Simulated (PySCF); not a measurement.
Computed Raman spectrum (relative Raman activity) of a molecule C₅H₅Cl. The structure is a stationary point at B3LYP-D3(BJ)/def2-SVP. One conformer was computed; it need not be the lowest. These are B3LYP-D3(BJ)/def2-SVP (PySCF) values and carry that method's errors. Frequencies are harmonic and unscaled.

Lines under 2 % of the strongest are left out, and lines within 2 cm⁻¹ are merged.

ν (cm⁻¹): 70 (vw), 134 (w), 344 (w), 379 (vw), 548 (w), 788 (vw), 820 (vw), 928 (vw), 973 (vw), 1189 (vw), 1256 (vw), 1295 (w), 1330 (w), 1431 (w), 1708 (m), 2232 (vs), 3011 (vs), 3065 (m), 3181 (m), 3194 (m), 3471 (m) (against the strongest line: vs over 80 %, s over 45 %, m over 15 %, w over 4 %, vw less)

Problem. Which molecule gave these data?
A. C#CC/C=C/Cl
B. C#C[C@H]1C[C@H]1Cl
C. C=CC=C=CCl
D. C#CCC(=C)Cl

Solution. A, C#CC/C=C/Cl
